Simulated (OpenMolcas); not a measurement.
# P2+: the spin-orbit constant, worked from levels

| Property | Result |
| --- | --- |
| Program | OpenMolcas 26.06 |
| Basis | ANO-RCC-VQZP [6s5p3d2f1g] |
| Scalar Hamiltonian | DKH2, point nucleus |
| Active space | 3 electrons in 4 orbitals (3s 3p) |
| State averaging | 2S+1 = 4 odd, 1 root; 2S+1 = 2 odd, 11 roots; 2S+1 = 4 even, 3 roots; 2S+1 = 2 even, 9 roots |
| Spin-orbit coupling | RASSI with atomic mean-field integrals over the reference wave functions, term energies averaged over their components |

Methods: CASSCF; MS-CASPT2, IPEA 0.25 Eh, imaginary shift 0.1 Eh (closed shells correlated: 2s 2p). Measured levels: Martin, Zalubas and Musgrove, J. Phys. Chem. Ref. Data 14, 751 (1985).

**The spin-orbit constant.** For the Hund term 2P* of p1, E(J) = (A/2) J(J+1) + constant and ζ = 2S·A = A. From J = 1/2 to J = 3/2 the energy changes by 1.5 A.

```csv
Source,E(3/2) - E(1/2),A,ζ
CASSCF,483.3,322.2,322
MS-CASPT2,487.0,324.7,325
measured,559.1,372.7,373
```

All in cm-1. MS-CASPT2 is off by -12.9 % and CASSCF by -13.6 %. Both methods take the spin-orbit matrix elements from the reference wave functions, so the second can move ζ only through the term energies and any multistate remixing.

Over all roots computed the reference weight is 0.88 to 0.99 in MS-CASPT2; the roots of lowest weight are the least certain, and an intruder state may touch them. Computed and measured levels are paired by configuration, term and J; levels that our copy of the source lacks, or whose pairing is in doubt (as where it misses far off the trend of its configuration), stay unpaired and out of the deviations. Levels of configurations outside the active space are missing.

* marks odd parity.
